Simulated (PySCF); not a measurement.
# Mn (manganese, neutral) across methods

[Ar] 3d7, high-spin 4F determinant (an excited configuration). All numbers are calculated (PySCF 2.14, scalar relativity by spin-free X2C-1e, in aug-cc-pwCVTZ-DK).

```
 method  E (hartree)  mean ε 3p β (eV)  mean ε 3d α (eV)  mean ε 3d β (eV)  Σ⟨r²⟩ (bohr²)   ⟨S²⟩
  M06-L    -1158.289           -47.062            -2.525            -0.398          37.14  3.886
    UHF  -1157.05525           -58.044           -11.109            -2.825          43.22  4.279
   PBE0    -1158.139           -49.052            -3.822            -1.526          36.09  3.822
 r2SCAN    -1158.327           -47.116            -2.590            -0.728          37.89  3.834
wB97M-V    -1158.258           -51.519            -5.998            -3.824          34.89  3.796
    PBE    -1158.153           -46.319            -2.482            -0.818          38.01  3.805
wB97X-V    -1158.216           -51.231            -5.798            -3.733          34.37  3.789
    LDA    -1155.960           -46.368            -2.653            -0.815          37.38  3.803
```

⟨S²⟩ = 3.89 against 3.75 shows spin contamination.
